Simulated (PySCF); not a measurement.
**Working out the ionisation energy of Mo²⁺**

Mo²⁺ [Kr] 4d4 (5D) → Mo³⁺ [Kr] 4d3 (4F). Calculation: PySCF 2.14, in x2c-TZVPPall with one added diffuse shell each of s, p, d, f type (9s7p7d3f1g, 95 functions); the spin-free X2C one-electron Hamiltonian (Gaussian nucleus). Frozen: [Kr]. Energies in hartree (1 hartree = 27.21139 eV):

```
            part  Mo²⁺ (lower)  Mo³⁺ (upper)
             UHF  -4045.409034  -4044.450498
CCSD correlation     -0.039866     -0.018144
             (T)     -0.000373     -0.000064
```

Task: What does Hartree-Fock give?

Result: (-4044.450498) − (-4045.409034) = 0.958536 hartree = 26.083 eV.

Task: What do CCSD and CCSD(T) give?

Result: The CCSD correlation energies differ by 0.021722 hartree = 0.591 eV and the triples by 0.000309 hartree = 0.008 eV, so CCSD gives 26.674 eV and CCSD(T) 26.682 eV.

A first-order spin-orbit estimate adds -0.070 eV to CCSD(T) (valence), giving 26.612 eV against 27.13 ± 0.12 eV (semi-empirical (NIST evaluation); NIST Atomic Spectra Database, ionization energies).

What remains against the reference includes basis incompleteness, the frozen core and higher excitations.
